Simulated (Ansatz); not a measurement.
[WOCl4]- (WCl4O⁻), relaxed as a doublet with UKS PBE-D4/def2-SVPD in Ansatz, starting from the GFN2-xTB geometry. Force threshold 0.02 eV/Å.

In the def2 sets W takes a core potential; there is no spin–orbit coupling. The relaxation made no stability test and no search for a lower SCF solution. No other spin state of charge -1 was run.

Start:

```xyz
6

W    -0.117    0.185    0.053
O    -0.990    1.568    0.449
Cl    1.621   -0.088    1.595
Cl    1.609    0.777   -1.414
Cl   -1.064   -0.795   -1.848
Cl   -1.059   -1.646    1.165
```

```tsv
step	energy (eV)	largest force component (eV/Å)	SCF passes
1	-53936.1080	1.620	20
2	-53936.2428	0.409	27
3	-53936.2649	0.050	22
4	-53936.2649	0.015	22
```

Force components are those of the run's own axes.

End:

```xyz
6

W    -0.073    0.117    0.033
O    -0.958    1.515    0.436
Cl    1.656   -0.042    1.674
Cl    1.644    0.854   -1.457
Cl   -1.137   -0.779   -1.910
Cl   -1.132   -1.664    1.225
```

By distances, no bond broke or formed. The bond that changes most is W1–Cl3, from 2.34 to 2.39 Å (atoms count from 1).

No frequencies were taken in this run, so the end may be a saddle point.

Hardware: 4 threads of AMD EPYC 7R43 on a shared host. Wall time 22 s.
